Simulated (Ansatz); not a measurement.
The molecule SeS, multiplicity 3 (the spin of the measured ground state). No spin–orbit coupling. Se is treated without relativity.

The constants come from a fifth-degree fit in 1/R (seven points, main isotopes). In def2 and cc sets the state is the lowest found near the PBE0 minimum, followed along R.

The values were computed with Ansatz (a quantum-chemistry and plane-wave program) with Gaussian orbitals. Values without a source in brackets are computed.

Energies at SVWN5/def2-TZVPP:

```json
[
 {"R (Å)": "1.886467", "E (hartree)": "-2794.96960279"},
 {"R (Å)": "1.937179", "E (hartree)": "-2794.97778102"},
 {"R (Å)": "1.983833", "E (hartree)": "-2794.98188390"},
 {"R (Å)": "2.036573", "E (hartree)": "-2794.98337029"},
 {"R (Å)": "2.089313", "E (hartree)": "-2794.98220528"},
 {"R (Å)": "2.150167", "E (hartree)": "-2794.97832683"},
 {"R (Å)": "2.221163", "E (hartree)": "-2794.97127484"}
]
```

Problem. With a reduced mass of 22.8361 u, find the minimum, the force constant and the constants.

Solution. A fifth-degree polynomial in 1/R puts the minimum at r_e = 2.0376 Å with force constant 412 N/m. Then ω_e = (1/2πc)√(k/μ) = 553 cm⁻¹ and B_e = h/(8π²cμr_e²) = 0.1778 cm⁻¹; the cubic and quartic terms give α_e = 0.00074 and ω_e x_e = 1.6 cm⁻¹.
